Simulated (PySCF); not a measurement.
EPR parameters of [C7H7NO]+

Species: C7H7NO (charge +1 and doublet state).
Z-matrix (Å and degrees, GFN2-xTB geometry), rows numbered from 1:
```
C 
C   1  1.3951
N   2  1.3078  1  121.02
C   3  1.3061  2  124.93  1    -1.53
C   4  1.3903  3  118.35  2     0.38
C   1  1.3833  2  116.30  3     1.47
C   6  1.4900  1  131.93  2   179.59
O   7  1.4029  6  106.49  1  -179.99
C   8  1.4006  7  111.68  6     0.19
H   1  1.0778  2  120.80  3  -178.97
H   2  1.0812  1  121.80  3   179.79
H   4  1.0813  3  118.20  2   179.64
H   7  1.1022  6  113.54  1   -59.81
H   7  1.1025  6  112.36  1    60.53
H   9  1.1027  5  113.61  4   -59.16
H   9  1.1032  5  112.86  4    61.32
```

As a line formula: `C1C2=C([CH][CH+]N=C2)CO1` [radical] (charge +1).

Computed with UKS B3LYP, pcH-1 on C H N O, non-relativistic, mean-field spin-orbit, GIAO (PySCF). Geometry: GFN2-xTB; no solvent, vibrations or thermal averaging. Couplings are sensitive to structure, and on GFN2-xTB geometries they can be far from those on DFT ones, by a factor of two or more for some ions and for spin on atoms past the first row. Stability of the SCF solution: not tested.

- g1, g2, g3: 2.00295, 2.00405, 2.00696
- g_iso: 2.00466
- Form of g: rhombic: the two nearest values differ by 27 % of g3 − g1
- ⟨S²⟩: 0.7560 (exact 0.7500)
- α and β electrons: 32, 31
- HOMO–LUMO gap, α and β orbitals: 6.27, 1.00 eV
- Basis functions: 295

Hyperfine couplings atom by atom, in G; T1 to T3 are the principal values of the dipolar part (MHz turned into gauss with g_iso; 10 G = 1 mT):

```
atom  isotope  a_iso     T1    T2    T3  Mulliken spin population
  C1      13C    3.9   -2.1  -0.5   2.6                      0.00
  C2      13C    2.0   -3.1  -1.9   5.0                      0.04
  N3      14N   22.2   -5.8  -5.4  11.2                      0.32
  C4      13C   -0.4   -3.3  -1.0   4.3                     -0.01
  C5      13C    6.2   -4.9  -4.4   9.3                      0.15
  C6      13C   -1.4   -1.2  -1.0   2.2                      0.03
  C7      13C   -5.4   -1.6  -1.0   2.6                     -0.01
  O8      17O   -7.8  -28.1  13.9  14.2                      0.23
  C9      13C   -7.9   -2.2  -1.5   3.7                     -0.02
 H10       1H    3.0   -0.9   0.0   0.9                      0.00
 H11       1H   11.1   -2.1  -1.3   3.3                      0.01
 H12       1H   11.7   -2.0  -0.4   2.4                      0.01
 H13       1H   40.7   -1.8  -1.1   2.8                      0.04
 H14       1H   47.3   -1.5  -1.0   2.5                      0.05
 H15       1H   53.8   -2.1  -1.2   3.4                      0.06
 H16       1H   60.2   -1.9  -1.1   3.0                      0.07
```

Largest spin populations (Mulliken): N3 (+0.32), O8 (+0.23), C5 (+0.15) and H16 (+0.07).

C1, the radical centre as drawn in `[CH]1[CH+]N=CC2=C1COC2`, holds a spin population of 0.00 out of 1.

Under fast tumbling the dipolar parts average out, and these isotropic splittings remain: 2 × 1H (H15/H16, I = 1/2, 3 lines) with 5.70 mT, 2 × 1H (H13/H14, I = 1/2, 3 lines) with 4.40 mT, 1 × 14N (N3, I = 1, 3 lines) with 2.22 mT, 1 × 1H (H12, I = 1/2, 2 lines) with 1.17 mT, 1 × 1H (H11, I = 1/2, 2 lines) with 1.11 mT and 1 × 1H (H10, I = 1/2, 2 lines) with 0.30 mT.

Class means assume fast exchange of nuclei equivalent by connectivity; if that motion is slow, each nucleus keeps its own coupling. The 1H value of +123.5 MHz is a mean of couplings from 114.2 to 132.8 MHz in this one geometry, not an average over conformers. The 1H value of +159.9 MHz is a mean of couplings from 151.0 to 168.9 MHz in this one geometry, not an average over conformers.

The 13C coupling of C9 (-22.3 MHz) shows only in satellite lines or after enrichment, since that isotope makes up about 1.07 % of natural carbon.

The 17O coupling of O8 (-21.8 MHz) shows only in satellite lines or after enrichment, since that isotope makes up about 0.038 % of natural oxygen.
